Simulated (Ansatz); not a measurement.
The same bond dissociation along the group C, Si, Ge.

Isolated molecules relaxed with PBE0-D4/def2-TZVP in Ansatz; ΔE leaves out vibrations. CBS: MP2 limit from def2 TZ/QZ plus the TZ coupled-cluster correction, frozen cores. This one scheme is used for every species. Functionals use def2-TZVPP. No spin–orbit coupling; open shells (•) take unrestricted orbitals. For Ge outer-core shells are correlated without core-valence functions, which leaves a few kJ/mol of doubt a bond. Scalar relativity is left out up to krypton.

```
                                          reaction  B97M-V (kcal/mol)  ωB97X-V (kcal/mol)
                   `CC(F)F` → `F[CH]F`• + `[CH3]`•              101.3               102.7
        `F[SiH](F)[SiH3]` → `F[SiH]F`• + `[SiH3]`•               80.7                82.8
`[F][GeH]([F])[GeH3]` → `[F][GeH][F]`• + `[GeH3]`•               72.2                74.4
```

(1) Give the CCSD(T)/CBS values in the same order. (Estimate.)

Largest T1 diagnostic: 0.015, for `F[CH]F`•.

## Answers

(1) Ansatz gave: 103.3, 82.0, 76.7 kcal/mol.
